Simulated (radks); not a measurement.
Values are calculated unless marked as measured or tabulated.
The ruthenium ion Ru2+, configuration [Kr] 4d6 (the NIST ground configuration). Level of theory: scalar-relativistic Kohn-Sham, PBE, spin-polarised, spherical densities, point nucleus; open shells are filled with parallel spins first (spin-orbit coupling, left out, can overturn this in heavy ions) (a radial shooting solver on a logarithmic mesh with Libxc functionals).

Normalised radial functions P(r) = r R(r), r in bohr:

```
   r/bohr * 4s up, o 4p up, + 4p down (the largest magnitude, 1.12, reaches the edge; | marks zero, & curves that meet)
 0.005027                             &   *
 0.006545                             &   *
 0.008591                             |&   *
  0.01119                             |&    *
  0.01468                             | &   *
  0.01927                             | &   *
   0.0251                             |   &*
  0.03294                             |  * &
  0.04289                             *      &
   0.0563                         *   |       &
   0.0739                     *       |        &
  0.09623                   *         |       &
   0.1263                     *       |   &
   0.1645                           &*|
   0.2159                   +o        |       *
   0.2834               &             |              *
    0.369                  &          |           *
   0.4843                             &
   0.6306            *                |            o+
   0.8278  *                          |                       &
    1.078   *                         |                        &
    1.415            *                |                  &
    1.857                      *      |         &
    2.418                           * |   &
    3.174                             *&
    4.133                             &
    5.425                             &
```

4s up: eigenvalue -97.552 eV, 3 radial nodes at r = 0.0422, 0.170, 0.481 bohr, <r> = 1.02 bohr, 90 % of the charge inside 1.48 bohr. 4p up: eigenvalue -67.545 eV, 2 radial nodes at r = 0.151, 0.488 bohr, <r> = 1.12 bohr, 90 % of the charge inside 1.66 bohr. 4p down: eigenvalue -64.608 eV, 2 radial nodes at r = 0.151, 0.488 bohr, <r> = 1.12 bohr, 90 % of the charge inside 1.66 bohr.
